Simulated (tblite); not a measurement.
C$_{2}$H$_{2}$F (SMILES [CH-]=CF), charge -1, singlet, at a GFN2-xTB geometry; GFN1-xTB (tblite 0.6.0).

The tblite input:
```
$ tblite run mol.xyz --method gfn1 --charge -1 --spin 0 --efield 0,0,0.1 --json tblite.json --no-restart

# file mol.xyz
5

C      0.12287813     0.40730308    -0.00331883
C      1.24949282    -0.26376349    -0.03891045
F     -1.12740689    -0.31305432     0.03446280
H     -0.19677651     1.48659008     0.00782128
H      2.10921281     0.46966118    -0.06461080
```

What does tblite print? Leave out banner, timings and long lists.


```
xTB calculator
 | screened Coulomb repulsion
 | Coulomb electrostatics
 |  * isotropic Klopman-Ohno-Mataga-Nishimoto electrostatics
 |  * onsite third-order electrostatics
 | DFT-D3(BJ) dispersion correction
 | Interactions (1)
 | [1] electric field

halogen bonding energy    0.0000000000000E+00 Eh
repulsion energy          8.1260840034190E-02 Eh
dispersion energy        -7.5121159579292E-04 Eh
interaction energy        0.0000000000000E+00 Eh
number of electrons       1.8000000000000E+01 e
integral cutoff           1.9731147476801E+01 bohr

------------------------------------------------------------
  cycle        total energy    energy error   density error
------------------------------------------------------------
      1     -10.47810952082  -1.0558619E+01   4.6126154E-01
      2     -10.54523578711  -6.7126266E-02   2.4286539E-01
      3     -10.54694362606  -1.7078389E-03   1.0480602E-01
      4     -10.54702795155  -8.4325489E-05   9.0747477E-03
      5     -10.54711828090  -9.0329350E-05   1.2228543E-03
      6     -10.54711932297  -1.0420680E-06   8.3269326E-04
      7     -10.54711999875  -6.7578205E-07   1.1379501E-04
      8     -10.54712000796  -9.2061203E-09   1.3786452E-05
------------------------------------------------------------

electronic energy        -1.0627629636398E+01 Eh
total energy             -1.0547120007959E+01 Eh

Post processing:
 | Mayer-Wiberg bond orders

[Info] JSON dump of results written to 'tblite.json'
```
